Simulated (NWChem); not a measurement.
disulfane (H2S2); SMILES SS

Results from NWChem. The level has its own optimisation; frequencies are unscaled.

**Question.** What does the run give for PBE0/def2-SVP? Quantities: r S–S (Å); r H–S (Å); highest harmonic frequency (cm⁻¹); lowest (cm⁻¹); zero-point energy (kcal/mol); dipole (D).

**Answer.** 
```
Item                               Value
---------------------------------  -----
r S–S (Å)                          2.073
r H–S (Å)                          1.355
highest harmonic frequency (cm⁻¹)   2668
lowest (cm⁻¹)                        439
zero-point energy (kcal/mol)        11.5
dipole (D)                          1.48
```
